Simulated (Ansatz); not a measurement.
Al₃P₂⁺, relaxed as a singlet with RKS PBE-D4/def2-SVP in Ansatz, starting from the GFN1-xTB geometry. Force threshold 0.02 eV/Å.

The restricted singlet is unstable towards broken spin symmetry in Hartree–Fock (as tested in another run); at PBE-D4/def2-SVP this wasn't settled. Another isomer (singlet) lies 1.66 eV lower at PBE0-D4/def2-TZVP; other spin states weren't run for this one.

Start:

```xyz
5

Al    1.339    1.037    0.734
Al   -1.200    1.669   -2.883
Al   -0.332   -2.867    2.057
P     0.265   -0.865    1.054
P    -0.072    1.025   -0.962
```

Estimate the energy that the relaxation releases and the steps that it takes.

18.0 kcal/mol, in 20 steps; 14 s on 4 threads of Arm Neoverse V1 on a shared host. The force fell under the threshold at step 18, but the optimiser went on. No frequencies were taken in this run, so the end may be a saddle point.

Does the start keep its bonding and symmetry?

By distances, no bond broke or formed. The bond that changes most is Al2–P5, from 2.32 to 2.24 Å (atoms count from 1). Point group C2v at the start, C2v at the end, both within 0.05 Å.

Predict the relaxed structure.


```xyz
5

Al   -0.4229   -0.3184   -0.2197
Al    0.5359    2.5793   -1.5902
Al    1.2610   -1.2270    2.5236
P    -0.4079   -1.9877    1.2344
P    -0.9661    0.9539   -1.9482
```
Bond lengths (bridged metal pairs left out): 4 × Al–P 2.21 to 2.24 Å.
